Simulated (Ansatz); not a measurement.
Reaction (formal exchange of groups at the Si–S bond): `F[SiH2]S[SiH2]Cl` + `N=CS` → `N=C[SiH2]F` + `SS[SiH2]Cl`

Program: Ansatz. Geometries: PBE0-D4/def2-TZVP. ΔE: electronic, gas phase. CBS: MP2 limit from def2 TZ/QZ plus the TZ coupled-cluster correction, frozen cores. This one scheme is used for every species. Functionals use def2-TZVPP. One conformer a species, not always the lowest.

Q: Is it downhill or uphill in electronic energy at CCSD(T)/CBS, and by how much? (An estimate is asked.)

A: Computed: Uphill: ΔE = +102.2 kJ/mol.

Q: What do these levels give: r2SCAN-D4, ωB97X-V, PBE, HF/def2-TZVPP, CCSD(T)/def2-TZVPP, MP2/def2-QZVPP? (Estimate.)

A: Computed: r2SCAN-D4 112.7, ωB97X-V 105.1, PBE 105.4, HF/def2-TZVPP 101.2, CCSD(T)/def2-TZVPP 105.0, MP2/def2-QZVPP 112.4 kJ/mol.

Largest T1 diagnostic among the species: 0.014.

In def2-TZVPP, CCSD(T) changes the Hartree–Fock value by +3.8 kJ/mol (the triples alone add +1.4 kJ/mol) and MP2 by +12.9 kJ/mol.
